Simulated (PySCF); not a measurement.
Simulated 1H ENDOR lines of a doublet radical (isotropic, first order, 1218.5 mT).

Class means under 0.5 MHz are left out. Line positions in MHz: 30.21, 50.61, 53.15, 73.55.

Question: What is the proton Larmor frequency at this field?

Answer: νH = 5.58569 × 7.62259 MHz/T × 1.2185 T = 51.88 MHz.

Question: Which couplings do the lines give?

Answer: ν± = |νn ± a/2|, one line for each electron-spin manifold; νn = |g_N| × 7.62259 MHz/T × B. A pair with |a| < 2νn is centred on νn and split by |a|; one with |a| > 2νn is centred on |a|/2 and split by 2νn.

| lower line | upper line | centred on | \|a\| (MHz) |
| --- | --- | --- | --- |
| 30.21 | 73.55 | νn | 43.34 |
| 50.61 | 53.15 | νn | 2.53 |

C3H4ClO2Si (doublet state).
Numbering: `[Cl:1][C:2]1=[CH:3][O:4][SiH2:5][O:6][CH:7]1` (hydrogens: H8 on C3; H9, H10 on Si5; H11 on C7)

Question: This is the radical. Which protons give which coupling, and how does each split the EPR lines?

Answer: 43.3 MHz (computed sign −): H8/H11, 1 bond from C3, a 1:2:1 triplet of 1.546 mT; 2.5 MHz (computed sign −): H9/H10, 3 bonds from C7, a 1:2:1 triplet of 0.090 mT. To first order the positions of ENDOR lines don't depend on how many nuclei share a coupling. Main spin sites, with 60 % or more of the largest population: C3, C7; positions count bonds from the nearest.

Method: UKS B3LYP, pcH-1 on C Cl H O Si, non-relativistic, mean-field spin-orbit, GIAO in PySCF. Geometry: GFN2-xTB; no solvent, vibrations or thermal averaging. A GFN2-xTB geometry isn't a minimum of the functional, and hyperfine couplings can be far from their values at a DFT geometry. No stability test was run, so a lower SCF solution isn't excluded. ⟨S²⟩ is 0.775 where a pure state has 0.75.

Largest spin populations (Mulliken): C3 (+0.58), C7 (+0.58), C2 (-0.22) and O6 (+0.07). The positive populations add up to 1.29 and the negative ones to -0.29, together 2S = 1. The angles at C3 add up to 360.0°, so it is planar; its axial dipolar tensor and the negative coupling of its proton fit spin in a p orbital normal to that plane.
